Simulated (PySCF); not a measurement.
## Excitation energy of Mg by level of theory

Mg [Ne] 3s2 (1S) → Mg [Ne] 3s1 3p1 (3P), as a difference of total energies. Calculation: PySCF 2.14, in aug-cc-pCVTZ; no relativity, point nucleus. Correlated levels: valence and next inner shell: 1s2 frozen. The calculations carry no spin-orbit coupling.

```
                                method  excitation energy (eV)
                                   UHF                   1.790
    MP2 (valence and next inner shell)                   2.496
SCS-MP2 (valence and next inner shell)                   2.640
   CCSD (valence and next inner shell)                   2.643
CCSD(T) (valence and next inner shell)                   2.674
```

Errors of the correlated levels include the incompleteness of this basis and the frozen core.

Which method comes closest to the reference value, and which is furthest?

The reference is 2.714 eV (measured; NIST levels, between the centres of gravity of the two terms). Closest: CCSD(T) (valence and next inner shell) (error -0.040 eV); furthest: UHF (error -0.924 eV).
